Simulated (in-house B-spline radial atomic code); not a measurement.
RPA correlation on r2SCAN: Mn III (Mn2+)

Configuration [Ar] 3d5, highest spin, mean-field start r2SCAN. Computed with an all-electron radial atomic-structure program (B-spline basis): all electrons, scalar-relativistic (spin-free one-electron X2C), finite nucleus, each spin shell either full or empty, empty states to l = 9 with an (l + 1/2)⁻⁴ tail; G0W0 by contour deformation at full frequency.

The highest G0W0 level has too low a weight to be given.

Command:
```bash
python run_gw.py task.json out
```
Settings (radii: box in bohr, nucleus in fm):
```
Z                        25
electrons                23
configuration            [Ar] 3d5
hamiltonian              x2c
method                   r2scan
lmax                     9
rms_radius               3.7057
spin_polarised           True
box_radius               17.55
intervals                70
```

Run time, properties included: 2 s on 1 thread of AMD EPYC 7R13 Processor (shared host).

Energies (hartree):

| term | value |
| --- | --- |
| mean-field total | -1157.69386 |
| Hartree-Fock functional on these orbitals | -1156.63060 |
| direct second order | -1.7884 |
| second-order exchange | 0.58951 |
| SOSEX correction | 0.53567 |

Question: What is the RPA correlation energy, and what remains with SOSEX?

Answer: RPA gives -1.5426 hartree (-1.83 eV per electron); RPA + SOSEX gives -1.007, and the second-order doubles -1.1989 hartree (no singles). RPA lacks exchange-type terms and so overcorrelates at short range.
